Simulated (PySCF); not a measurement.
**Static response to an electric field**

TaS(OSiH3)3 (singlet state).
Geometry (PBE0-D3(BJ)/def2-SVP, Å), atoms numbered from 1 in this order:
```
atom  x, y, z in Å
Ta1   -0.0126   -0.0054    0.3111
S2    -0.0265   -0.1076    2.4845
O3     1.6276   -0.7203   -0.3032
Si4    3.1388   -1.4354   -0.1748
H5     3.5316   -1.5066    1.2608
H6     4.1159   -0.6086   -0.9386
H7     3.0661   -2.8042   -0.7606
O8    -0.1843    1.8064   -0.2056
Si9   -0.3187    3.4699   -0.0519
H10   -0.4894    3.8221    1.3858
H11   -1.5007    3.9211   -0.8400
H12    0.9206    4.0959   -0.5948
O13   -1.4655   -1.0246   -0.3406
Si14  -2.8177   -2.0141   -0.2962
H15   -3.1470   -2.3384    1.1203
H16   -2.5152   -3.2597   -1.0568
H17   -3.9516   -1.2910   -0.9391
```

Level: CAM-B3LYP/def2-SVPD (PySCF), static field, nuclei fixed, core orbitals frozen in the response. The polarisability tensor in these axes (au):

```
x   154.85   0.08   0.27
y     0.08 155.24   0.04
z     0.27   0.04 149.30
```

Q: Diagonalise the tensor; give its mean and Δα, where Δα² is half the sum of the squared differences of the eigenvalues.

A: Principal values 149.29, 154.84 and 155.25 au; mean 153.13 au = 22.69 Å³ = 25.25 × 10⁻⁴⁰ C²·m²/J; Δα = 5.77 au (4 % of the mean).

Q: What is the dipole moment, and where does it point?

A: (0.02, 0.12, -2.85) D, 2.86 D in size, pointing from the negative to the positive side. Measured along this direction, the outermost atoms are S2 at the negative end and H11, H6 and H16 at the positive end.

Q: Form Σ f/ω² (atomic units) for the 10 lowest TDDFT singlets, given as eV and f, and set it beside the mean polarisability, which is this sum over all singlets: 4.48, 0.0000; 4.70, 0.0048; 4.70, 0.0048; 5.38, 0.0440; 5.65, 0.0050; 5.65, 0.0073; 5.68, 0.0209; 5.68, 0.0206; 5.82, 0.0000; 6.03, 0.0068.

A: They add up to 2.82 au, 1.8 % of the 153.13 au; the largest single term is 1.12 au, from the state at 5.38 eV. Terms in order: 0.00, 0.16, 0.16, 1.12, 0.11, 0.17, 0.48, 0.47, 0.00, 0.14 au. Higher excitations give the rest. The strengths listed sum to 0.114.

Q: What would n − 1 = 2πNα be for an ideal gas of these molecules at 350 K and 1 atm, electronic part alone?

A: N = p/kT = 2.0968 × 10¹⁹ cm⁻³, so n − 1 = 2π × N × 22.69 × 10⁻²⁴ cm³ = 2990 × 10⁻⁶ at long wavelengths, for an ideal gas.

Q: What depolarisation ratio follows for Rayleigh scattering of linearly polarised light, taking the static tensor?

A: ρ = 3Δα²/(45ᾱ² + 4Δα²) = 99.9/(1055189 + 133.2) = 9.46e-05.

Q: Find the Langevin capture rate constant for O2+ (31.990 u) meeting this molecule (353.906 u), k = 2.342 × 10⁻⁹ cm³/s × √(α in Å³ / reduced mass in u).

A: The reduced mass is 29.34 u, so k = 2.06 × 10⁻⁹ cm³/s. The formula leaves out the permanent dipole, which adds to the capture rate.

Q: In a dilute gas of rigid molecules at 298 K, how does the orientational term μ²/3kT compare with the electronic polarisability?

A: In Gaussian units μ²/3kT = 66.10 Å³ against 22.69 Å³, a ratio of 2.91; the Debye molar polarisation (4π/3)N_A(α + μ²/3kT) is 224.0 cm³/mol, leaving out the vibrational part.

Isolated species at its PBE0-D3(BJ)/def2-SVP geometry, gas phase. Atoms past krypton carry effective core potentials; spin–orbit coupling is left out.
